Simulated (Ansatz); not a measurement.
GeMe2 (C₂H₆Ge) was relaxed with PBE-D4 (def2-TZVP) in Ansatz in these states: charge +1 doublet, neutral singlet. The geometries follow in no particular order.

A:

```
atom   x (Å)   y (Å)   z (Å)
 Ge1  -1.307  -0.280   0.406
  C2  -0.328  -0.578  -1.329
  H3   0.528  -1.251  -1.149
  H4   0.090   0.376  -1.693
  H5  -0.966  -1.014  -2.109
  C6   0.261   0.562   1.351
  H7   0.541   1.488   0.820
  H8   1.136  -0.107   1.304
  H9   0.046   0.805   2.399
```

B:

Cartesian coordinates in Å:
```
Ge 0.204 -0.405 0.907
C -1.225 -1.138 -0.205
H -0.747 -1.480 -1.139
H -1.911 -0.303 -0.428
H -1.752 -1.961 0.289
C 1.236 1.118 0.250
H 0.516 1.944 0.113
H 1.646 0.821 -0.730
H 2.034 1.406 0.942
```

Question: Judge from the bond lengths which geometry belongs to which state (an estimate).

Answer: A is the neutral singlet (Ge1–C2 2.014 Å, Ge1–C6 2.014 Å, C2–H5 1.097 Å); B is the charge +1 doublet (Ge1–C2 1.954 Å, Ge1–C6 1.954 Å, C2–H5 1.095 Å).
